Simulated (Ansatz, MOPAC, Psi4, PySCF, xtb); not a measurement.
Pair of molecules: CH6AlN (SMILES C[NH][AlH2]) (first 9 atoms) with NH3 (SMILES N); geometry from B3LYP-D3(BJ)/def2-TZVP, rigid monomers moved along the line of their centres of mass till H4···N10 is 2.73 Å.
(charge 0, multiplicity 1):
```xyz
13

C     -0.5006    -0.4074     1.5620
N     -0.3529     0.2877     0.2915
Al     0.8170    -0.0088    -1.0056
H     -0.3564     0.2577     2.4199
H      0.2462    -1.2001     1.6360
H     -1.4854    -0.8762     1.6654
H     -1.0347     1.0262     0.1867
H      0.7365     0.9115    -2.2839
H      1.8611    -1.1720    -0.7904
N     -0.0596     0.1483     5.1356
H      0.4545    -0.5696     4.6379
H     -1.0253     0.0913     4.8332
H      0.3009     1.0446     4.8287
```

```
level                        interaction energy (kcal/mol)  cost
---------------------------  -----------------------------  ----
GFN-FF                                               -0.31     -
AM1                                                   0.18     -
PM6                                                   0.28     -
GFN2-xTB                                             -0.32     -
HF/STO-3G (no counterpoise)                           0.36     -
PBE/def2-TZVPPD                                       0.40    ×1
PBE-D4/def2-TZVPPD                                   -0.18    ×1
r2SCAN/def2-TZVPPD                                    0.20    ×2
r2SCAN-D4/def2-TZVPPD                                -0.06    ×2
B3LYP-D3(BJ)/def2-TZVPPD                             -0.01    ×1
MP2/aug-cc-pV(D+d)Z                                   0.53     -
CCSD/aug-cc-pV(D+d)Z                                  0.55     -
CCSD(T)/aug-cc-pV(D+d)Z                               0.37   ×10
SAPT0/jun-cc-pV(D+d)Z                                 0.68     -
```

The rows run from -0.32 (GFN2-xTB) to 0.68 kcal/mol (SAPT0/jun-cc-pV(D+d)Z). In aug-cc-pV(D+d)Z the value moves MP2 0.53, CCSD 0.55, CCSD(T) 0.37, a shift of -0.17 from MP2 to CCSD(T). The dispersion term adds -0.58 in PBE-D4, -0.26 in r2SCAN-D4.

Counterpoise-corrected where a basis set is named; no monomer relaxation. Rows marked so take none.

Frozen-core correlation. Rows in STO-3G carry no dispersion term and start afresh at each structure. The state that AM1, PM6 reach isn't checked.

The values were computed with Ansatz (an electronic-structure program) with Gaussian orbitals; MOPAC for AM1, PM6 (differences of heats of formation); Psi4 for SAPT; PySCF for STO-3G rows, the dispersion terms; xtb for the GFN methods. 

Costs are rough ratios of core time to PBE/def2-TZVPPD (about 12 s over the structures, on one shared machine); a dash marks a level with no comparable run of its own.
